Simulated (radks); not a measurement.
Task: The cadmium ion Cd13+ is in [Ar] 3d10 4s2 4p(1/2: 2, 3/2: 3). Calculated with a radial shooting solver on a logarithmic mesh with Libxc functionals: Dirac Kohn-Sham, BLYP, spin-unpolarised, spherical densities, finite nucleus; Fermi nuclear charge, rms radius of each element as measured or else 0.836 A^(1/3) + 0.57 fm. Sub-shells are occupied by j as written (lower j first in brackets). One electron is removed from 4p3/2, 3d5/2, 4p1/2, 4s1/2 in turn, with full relaxation. Which removal costs least, and what does each cost?

Result: 4p3/2 332.19 eV; 4p1/2 340.32 eV; 4s1/2 378.91 eV; 3d5/2 710.02 eV. The 4p3/2 electron leaves first.
